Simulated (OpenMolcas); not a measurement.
## Mo4+: effect of the metal basis

Mo4+ with 6 ligands (ammonia) in octahedral coordination (S6) at 2.07 Å.

```
Program             : OpenMolcas
Method              : CASSCF
Spin-orbit coupling : RASSI with atomic mean-field integrals over the reference wave functions
```

Fixed: ligand basis ANO-RCC-VDZP, active space 2 electrons in 5 orbitals (4d), DKH2 Hamiltonian.

Energies in cm-1 above the lowest state or level, χT in cm3 K/mol.

```csv
Run,Metal basis,Ground state,First state of that spin,First gap with spin-orbit (degeneracies),χT at 300 K,First state of another spin,Cost
A,ANO-RCC-VDZP,2S+1 = 3,372.1,"141.3 (2, 2)",0.460,2S+1 = 1: 10144,roughly 30 core-seconds
B,ANO-RCC-VTZP,2S+1 = 3,388.5,"146.1 (2, 2)",0.464,2S+1 = 1: 10205,roughly 60 core-seconds
```

Costs are those of the RASSCF and RASSI steps.

An orbital doublet at a regular site is open to a Jahn-Teller distortion, which this geometry leaves out. Without dynamic correlation the repulsion within the d shell is too large (B by tens of per cent), so at a given field states of lower spin stand too high. With metal d orbitals alone the field can be off either way by tens of per cent. Ligand-to-metal charge-transfer states are missing. With no ligand orbital active B as a rule stays too high, so bands that hang on it stand too high and its fall with covalency is understated. The least metal-like active orbital is 69 % on the metal (Löwdin) and no ligand orbital is active, so the numbers are rough (holds for A). The least metal-like active orbital is 70 % on the metal (Löwdin) and no ligand orbital is active, so the numbers are rough (holds for B). No measured value stands beside these numbers; the geometry was imposed, not optimised, and the real ion may take another.

A state without a sure symmetry label is named by its multiplicity alone.
